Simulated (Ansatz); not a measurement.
H2MoO2S2, SMILES `[OH][Mo]([OH])(=[S])=[S]`. The species carries charge 0 and has multiplicity 1. Mo takes the def2 core potential.

```xyz
7

O    -0.726    1.452    0.518
Mo    0.294    0.016   -0.077
O    -0.735   -1.532   -0.136
S     1.021    0.465   -1.995
S     1.906   -0.306    1.230
H    -0.665    1.760    1.427
H    -1.095   -1.855   -0.967
```

List the harmonic frequencies (cm⁻¹, unscaled) at PBE0-D4/def2-TZVP in Ansatz. (Best estimate.)

The calculation gave: 185, 192, 202, 218, 229, 300, 327, 575, 580, 662, 666, 731, 745, 3869, 3873.

Is this a minimum?

Yes, all 15 modes are real.

Give the ideal-gas thermochemistry at 298.15 K and 1 bar (rigid rotor, harmonic oscillator; point group C2, symmetry number 2).

Zero-point energy 79.9 kJ/mol; H(298) − E = 101.3 kJ/mol; entropy 351.0 J/(mol·K), of which translation 174.6, rotation 112.2, vibration 64.3; G(298) − E = -3.4 kJ/mol.

And at 400, 500, 600, 800 and 1000 K?


| T (K) | H − E (kJ/mol) | S (J/mol/K) | G − E (kJ/mol) |
| --- | --- | --- | --- |
| 400 | 112.9 | 384.6 | -40.9 |
| 500 | 125.3 | 412.1 | -80.8 |
| 600 | 138.1 | 435.6 | -123.2 |
| 800 | 164.8 | 473.9 | -214.3 |
| 1000 | 192.3 | 504.6 | -312.3 |
